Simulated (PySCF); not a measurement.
**Gas-phase XPS of `C[S][GeH2][Se][GeH3]`, computed**

Compound: CH8Ge2SSe.
SMILES with atom numbers: `[CH3:1][S:2][GeH2:3][Se:4][GeH3:5]`

Computed, not measured: delta-SCF UKS SCAN, pcX-2 on the ionised atom, pcseg-1 elsewhere, spin-free X2C in PySCF 2.14.0. These are vertical core ionisation energies against the vacuum level, from separate self-consistent calculations with and without the core hole.

Q: List the computed XPS lines with their assignment.

A: 
| atom(s) | environment | level | binding energy (eV) | count |
| --- | --- | --- | --- | --- |
| C1 | S-methyl carbon | C 1s | 291.25 | 1 |
| S2 | sulfur bonded to C and Ge | S 1s | 2476.51 | 1 |

Q: Express the binding energy of S 1s of S2 in atomic units and per mole.

A: 2476.51 eV = 91.0101 Eh = 238947 kJ/mol.

Q: What is the longest wavelength that can ionise S 1s of S2 vertically?

A: λ = hc/E = 12398.42 eV Å / 2476.51 eV = 5.006 Å.

Not every level is listed. No level of germanium or selenium is listed. Isolated species at its PBE0-D3(BJ)/def2-SVP geometry (one conformer only).

Shape of the structure used: `[CH3:1][S:2][GeH2:3][Se:4][GeH3:5]`: C1–S2–Ge3–Se4 -55°, S2–Ge3–Se4–Ge5 -49°.
